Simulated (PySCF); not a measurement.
## Substituent effects on chemical shifts

Parent skeleton `[SiH3:1][NH:2][SiH3:3]`; one hydrogen on atom 2 is replaced by X. Hydrogens on one atom are averaged.

PySCF calculation with GIAO PBE0/pcSseg-1 shieldings and coordinates at the PBE0-D3(BJ)/def2-SVP level; non-relativistic, equivalent nuclei averaged, one conformer, gas phase.

Scale: ²⁹Si and ¹H vs TMS; NH3 for ¹⁵N (reference shieldings calculated alike).

Parent (X = H): Si1/Si3 -46.7, N2 -5.9, H(Si1)/H(Si3) 4.74 ppm. Effects are Δδ = δ(X) − δ(H), positive for deshielding.

Known members:
```tsv
X	Si1/Si3	N2	H(Si1)/H(Si3)
BH2	+15.5	+128.4	+0.16
```

Four more derivatives gave (Δδ, ppm):
```csv
compound,Si1/Si3,N2,H(Si1)/H(Si3)
1,-2.5,+20.2,-0.14
2,+6.1,+2.7,-0.07
3,-0.1,+90.5,+0.01
4,+3.3,+16.2,-0.08
```

Task: Their substituents are BMe2, CH3, allyl, cPr. Which is which?

Result: 1: X = cPr ([SiH3]N([SiH3])C1CC1); 2: X = CH3 (CN([SiH3])[SiH3]); 3: X = BMe2 (CB(C)N([SiH3])[SiH3]); 4: X = allyl (C=CCN([SiH3])[SiH3]).

Experimental scales use liquid or dissolved standards, which lie at an offset from isolated NH3 (liquid NH3: subtract about 20 ppm).
